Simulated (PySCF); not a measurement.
BrOCl: from structure and modes to constants

Level of theory: PBE0 in PySCF with Br def2-TZVP, O def2-TZVP, Cl def2-TZVP; no relativity; density-fitted integrals.

The singlet minimum has Cs symmetry. Masses (u): Br 78.91834, O 15.99492, Cl 34.96885.

```xyz
3
charge 0 multiplicity 1, angstrom
Br   -0.3275    0.0000   -0.4536
O    -1.6733    0.0000    0.4973
Cl    1.5044    0.0000    0.7961
```

Harmonic wavenumbers (cm⁻¹): 218.1 (a', ×1), 368.1 (a', ×1), 888.9 (a', ×1).

Q: Find the principal moments of inertia and the rotational constants. What kind of rotor is it?

A: About the centre of mass I = 26.958, 147.79, 174.75 u Å². With B = 16.8576/I this gives 0.6253, 0.1141, 0.09647 cm⁻¹. The molecule is an asymmetric top with κ = -0.93.

Q: What is the harmonic zero-point energy?

A: Half the sum of all 3 wavenumbers, 1475/2 = 738 cm⁻¹, which is 8.8 kJ/mol (1 cm⁻¹ = 0.0119627 kJ/mol).

Q: Find the vibrational entropy and heat capacity at 298.15 K.

A: With u = 1.43878 ω/T, each mode gives S = R[u/(eᵘ−1) − ln(1−e⁻ᵘ)] and C = R u² eᵘ/(eᵘ−1)².
```csv
ω (cm⁻¹),u,S (J/(mol K)),C (J/(mol K))
218.1,1.052,8.26,7.59
368.1,1.776,4.55,6.43
888.9,4.290,0.61,2.16
```
The sums over all modes are S = 13.4 and C = 16.2 J/(mol K); the softest mode gives 62 % of the entropy.

Q: Give the standard entropy (298.15 K, 1 bar) by its translational, rotational, vibrational and spin parts, and Cp.

A: Sackur–Tetrode with M = 129.88 u gives 169.6; rotation with symmetry number 1 gives 104.5; vibration 13.4; spin R ln 1 = 0.0. The total is 287.4 J/(mol K), and Cp = 4 R + 16.2 = 49.4 J/(mol K).

Only a few start shapes were tried, so a lower isomer may exist.
